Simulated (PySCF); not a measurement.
PySCF input file for 1,3-disilylpropan-2-ylsilane (C3H14Si3), SMILES [SiH3]CC([SiH3])C[SiH3], TDA-PBE/def2-SVPD. Geometry optimised at B3LYP-D3(BJ)/def2-SVP. Other conformers were not sampled.

```python
import numpy as np
from pyscf import gto, scf, dft, tdscf

mol = gto.M(
    atom='''
    Si   -1.10225120    2.06901452    1.26682039
    C    -0.77975757    0.76504854   -0.07305318
    C     0.40766867   -0.19924505    0.13629113
    Si    2.08662552    0.69307409    0.26831277
    C     0.48713451   -1.27983443   -0.96940386
    Si   -1.00990883   -2.43943173   -1.11041960
    H    -0.09344136    3.16659390    1.22795592
    H    -1.06403757    1.43641557    2.61899532
    H    -2.45377506    2.66351260    1.04832924
    H    -0.67587988    1.28993821   -1.04048879
    H    -1.71892257    0.18796235   -0.15777468
    H     0.26930062   -0.71139321    1.10738983
    H     2.14579111    1.57990574    1.46686802
    H     3.17690677   -0.32110842    0.37203829
    H     2.31237742    1.52207722   -0.95401234
    H     1.36518468   -1.92965461   -0.80539720
    H     0.64714788   -0.80604200   -1.95550414
    H    -2.20730776   -1.76048767   -1.68673301
    H    -0.66343944   -3.59218579   -1.99363743
    H    -1.37269571   -2.95854486    0.24297643
    ''',
    basis='def2-SVPD',
    charge=0,
    spin=0,
    max_memory=1600,
    verbose=4,
)
mf = dft.RKS(mol, xc='pbe').density_fit(auxbasis='def2-universal-jkfit')
mf.grids.level = 3
mf.conv_tol = 1e-9
mf.max_cycle = 100
mf.kernel()
mf.grids = dft.Grids(mol).set(level=1).build(with_non0tab=True)  # coarser grid for the response kernel
td = tdscf.TDA(mf)
td.singlet = True
td.nstates = 6
td.conv_tol = 1e-4
td.positive_eig_threshold = 1e-6
td.kernel(x0=td.get_init_guess(mf, 11))
td.analyze()
tt = tdscf.TDA(mf)
tt.singlet = False
tt.nstates = 2
tt.conv_tol = 1e-4
tt.positive_eig_threshold = 1e-6
tt.kernel(x0=tt.get_init_guess(mf, 7))
tt.analyze(verbose=3)
```

Log of the run:

```
PySCF version 2.14.0

[INPUT] verbose = 4
[INPUT] num. atoms = 20
[INPUT] num. electrons = 74
[INPUT] charge = 0
[INPUT] spin (= nelec alpha-beta = 2S) = 0
[INPUT] symmetry False subgroup None
[INPUT] Mole.unit = angstrom
[INPUT] Symbol           X                Y                Z      unit          X                Y                Z       unit  Magmom
[INPUT]  1 Si    -1.102251200000   2.069014520000   1.266820390000 AA   -2.082952888473   3.909870790548   2.393943586115 Bohr   0.0
[INPUT]  2 C     -0.779757570000   0.765048540000  -0.073053180000 AA   -1.473528250856   1.445732212598  -0.138050502729 Bohr   0.0
[INPUT]  3 C      0.407668670000  -0.199245050000   0.136291130000 AA    0.770382135866  -0.376518576175   0.257552908907 Bohr   0.0
[INPUT]  4 Si     2.086625520000   0.693074090000   0.268312770000 AA    3.943150757328   1.309720214132   0.507037651023 Bohr   0.0
[INPUT]  5 C      0.487134510000  -1.279834430000  -0.969403860000 AA    0.920550809724  -2.418536557489  -1.831907799496 Bohr   0.0
[INPUT]  6 Si    -1.009908830000  -2.439431730000  -1.110419600000 AA   -1.908451099480  -4.609857869274  -2.098388927349 Bohr   0.0
[INPUT]  7 H     -0.093441360000   3.166593900000   1.227955920000 AA   -0.176578579107   5.983995218718   2.320500381838 Bohr   0.0
[INPUT]  8 H     -1.064037570000   1.436415570000   2.618995320000 AA   -2.010739593548   2.714432028361   4.949183876318 Bohr   0.0
[INPUT]  9 H     -2.453775060000   2.663512600000   1.048329240000 AA   -4.636962834688   5.033309343328   1.981055151973 Bohr   0.0
[INPUT] 10 H     -0.675879880000   1.289938210000  -1.040488790000 AA   -1.277227866304   2.437629934512  -1.966238848780 Bohr   0.0
[INPUT] 11 H     -1.718922570000   0.187962350000  -0.157774680000 AA   -3.248292886634   0.355197363230  -0.298150934591 Bohr   0.0
[INPUT] 12 H      0.269300620000  -0.711393210000   1.107389830000 AA    0.508904416976  -1.344338333775   2.092663491829 Bohr   0.0
[INPUT] 13 H      2.145791110000   1.579905740000   1.466868020000 AA    4.054957518426   2.985589151228   2.771978818683 Bohr   0.0
[INPUT] 14 H      3.176906770000  -0.321108420000   0.372038290000 AA    6.003483718577  -0.606806970092   0.703050475952 Bohr   0.0
[INPUT] 15 H      2.312377420000   1.522077220000  -0.954012340000 AA    4.369760020428   2.876309086239  -1.802822042055 Bohr   0.0
[INPUT] 16 H      1.365184680000  -1.929654610000  -0.805397200000 AA    2.579825154652  -3.646518727904  -1.521980129492 Bohr   0.0
[INPUT] 17 H      0.647147880000  -0.806042000000  -1.955504140000 AA    1.222932255293  -1.523198624897  -3.695367260053 Bohr   0.0
[INPUT] 18 H     -2.207307760000  -1.760487670000  -1.686733010000 AA   -4.171207139027  -3.326839541974  -3.187463434163 Bohr   0.0
[INPUT] 19 H     -0.663439440000  -3.592185790000  -1.993637430000 AA   -1.253718841835  -6.788247331654  -3.767428734382 Bohr   0.0
[INPUT] 20 H     -1.372695710000  -2.958544860000   0.242976430000 AA   -2.594018944265  -5.590839512640   0.459158907425 Bohr   0.0

nuclear repulsion = 433.114284867573
number of shells = 110
number of NR pGTOs = 356
number of NR cGTOs = 244
basis = def2-SVPD
ecp = {}


[settings echo left out]
init E= -989.963231766292
  HOMO = -0.312604941876423  LUMO = -0.0585714026069768  gap/eV = 6.91260
cycle= 1 E= -990.125465239056  delta_E= -0.162  |g|= 0.514  |ddm|= 5.46
  HOMO = -0.175900821732953  LUMO = -0.00327712440375016  gap/eV = 4.69733
cycle= 2 E= -989.954512928707  delta_E= 0.171  |g|= 0.924  |ddm|= 2.26
  HOMO = -0.251398024580964  LUMO = -0.0248262337232092  gap/eV = 6.16533
cycle= 3 E= -990.197817837593  delta_E= -0.243  |g|= 0.108  |ddm|= 1.64
  HOMO = -0.243399758774392  LUMO = -0.0238820650555369  gap/eV = 5.97338
cycle= 4 E= -990.201462600879  delta_E= -0.00364  |g|= 0.0382  |ddm|= 0.285
  HOMO = -0.246016372010619  LUMO = -0.0247363199343531  gap/eV = 6.02134
cycle= 5 E= -990.201821183879  delta_E= -0.000359  |g|= 0.0117  |ddm|= 0.0623
  HOMO = -0.246280130575578  LUMO = -0.0249136279666948  gap/eV = 6.02369
cycle= 6 E= -990.201858778275  delta_E= -3.76e-05  |g|= 0.00207  |ddm|= 0.0211
  HOMO = -0.246089225732771  LUMO = -0.0247966348858655  gap/eV = 6.02168
cycle= 7 E= -990.201860353676  delta_E= -1.58e-06  |g|= 0.000495  |ddm|= 0.0062
  HOMO = -0.246061018773504  LUMO = -0.0247794541841451  gap/eV = 6.02138
cycle= 8 E= -990.201860446828  delta_E= -9.32e-08  |g|= 0.000104  |ddm|= 0.00139
  HOMO = -0.246070714062821  LUMO = -0.0247850811583752  gap/eV = 6.02149
cycle= 9 E= -990.20186045029  delta_E= -3.46e-09  |g|= 3.71e-05  |ddm|= 0.000304
  HOMO = -0.246071047884286  LUMO = -0.0247845829182989  gap/eV = 6.02151
cycle= 10 E= -990.201860450646  delta_E= -3.56e-10  |g|= 1.64e-05  |ddm|= 8.81e-05
  HOMO = -0.246070003731885  LUMO = -0.0247847342854493  gap/eV = 6.02148
Extra cycle  E= -990.201860450477  delta_E= 1.69e-10  |g|= 2.96e-05  |ddm|= 7.08e-05
converged SCF energy = -990.201860450477
tot grids = 69384
Overwritten attributes  positive_eig_threshold  of <class 'pyscf.tdscf.rks.TDA'>


******** <class 'pyscf.tdscf.rks.TDA'> for <class 'pyscf.df.df_jk.DFRKS'> ********
nstates = 6 singlet
deg_eia_thresh = 1.000e-03
wfnsym = None
conv_tol = 0.0001
eigh lindep = 1e-12
eigh level_shift = 0
eigh max_cycle = 100


Excitation energies (eV)
[6.11473225 6.68218441 6.7972904  6.91455096 6.920473   6.97960082]

** Singlet excitation energies and oscillator strengths **
Excited State   1:      6.11473 eV    202.76 nm  f=0.0004
      37 -> 38        0.69964
Excited State   2:      6.68218 eV    185.54 nm  f=0.0364
      37 -> 39       -0.62113
      37 -> 40       -0.29373
      37 -> 42        0.10879
Excited State   3:      6.79729 eV    182.40 nm  f=0.0517
      37 -> 39       -0.27176
      37 -> 40        0.61749
      37 -> 43        0.11712
Excited State   4:      6.91455 eV    179.31 nm  f=0.0501
      37 -> 41       -0.66346
      37 -> 42        0.19495
Excited State   5:      6.92047 eV    179.16 nm  f=0.0152
      36 -> 38       -0.67541
      37 -> 42        0.14995
Excited State   6:      6.97960 eV    177.64 nm  f=0.0508
      36 -> 38        0.13348
      37 -> 39        0.11879
      37 -> 41        0.19536
      37 -> 42        0.64204

** Transition electric dipole moments (AU) **
state          X           Y           Z        Dip. S.      Osc.
  1        -0.0488      0.0022      0.0185      0.0027      0.0004
  2         0.2778      0.3677      0.1014      0.2226      0.0364
  3         0.4502      0.3039      0.1237      0.3103      0.0517
  4         0.4189      0.3274      0.1136      0.2956      0.0501
  5        -0.1658      0.1560      0.1943      0.0896      0.0152
  6        -0.2369     -0.4479     -0.2010      0.2972      0.0508

** Transition velocity dipole moments (imaginary part, AU) **
state          X           Y           Z        Dip. S.      Osc.
  1        -0.0149      0.0113      0.0004      0.0004      0.0010
  2         0.0628      0.0639      0.0154      0.0083      0.0224
  3         0.0973      0.0471      0.0017      0.0117      0.0312
  4         0.0987      0.0690      0.0256      0.0151      0.0397
  5        -0.0370      0.0283      0.0363      0.0035      0.0091
  6        -0.0342     -0.1043     -0.0279      0.0128      0.0333

** Transition magnetic dipole moments (imaginary part, AU) **
state          X           Y           Z
  1        -0.2791      0.3472      0.0425
  2        -0.2916      0.3955     -0.4082
  3        -0.1355      0.1594     -0.2138
  4         0.1150      0.5012     -0.7219
  5        -0.3155     -0.3140      0.3855
  6         0.1820     -0.1688      0.1059


******** <class 'pyscf.tdscf.rks.TDA'> for <class 'pyscf.df.df_jk.DFRKS'> ********
nstates = 2 triplet
deg_eia_thresh = 1.000e-03
wfnsym = None
conv_tol = 0.0001
eigh lindep = 1e-12
eigh level_shift = 0
eigh max_cycle = 100


Excitation energies (eV)
[5.89920368 6.41211636]

** Triplet excitation energies and oscillator strengths **
Excited State   1:      5.89920 eV    210.17 nm  f=0.0000
Excited State   2:      6.41212 eV    193.36 nm  f=0.0000
```

Self-consistency was reached.
